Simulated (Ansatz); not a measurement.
Gas-phase electronic energies from Ansatz, PBE0-D4/def2-TZVP geometries. CCSD(T)/CBS adds triple-zeta CCSD(T) − MP2 to the extrapolated MP2 energy (def2 sets, frozen cores). DFT in def2-TZVPP. Each species was taken in one conformer, which may not be the lowest.

`N[SiH2][SiH2]S` + `N[SiH2]S` → `N[SiH2]S[SiH2]N` + `[SiH3]S`  (cleavage of the Si–Si bond)

```csv
species,PBE-D4 energy (Eh)
`N[SiH2][SiH2]S`,-1035.70612
`N[SiH2]S`,-745.15640
`N[SiH2]S[SiH2]N`,-1091.09189
`[SiH3]S`,-689.79963
```

**Question.** Work out ΔE.

**Answer.** ΔE = (-1091.09189) + (-689.79963) − (-1035.70612) − (-745.15640) = -0.02900 Eh = -18.2 kcal/mol. CCSD(T)/CBS gives -20.4 kcal/mol.

Largest T1 diagnostic among the species: 0.011.

The D4 term adds −1.4 kcal/mol with B3LYP and −0.7 kcal/mol with PBE0; it sums over pairs of atoms, weighted by their polarisabilities, and B3LYP, whose exchange is more repulsive, gets the larger term. From PBE to PBE0 (25 % exact exchange), in def2-TZVPP and without D4, ΔE moves by −0.8 kcal/mol.

B3LYP here is the variant with VWN-RPA as its local correlation; programs differ in this.
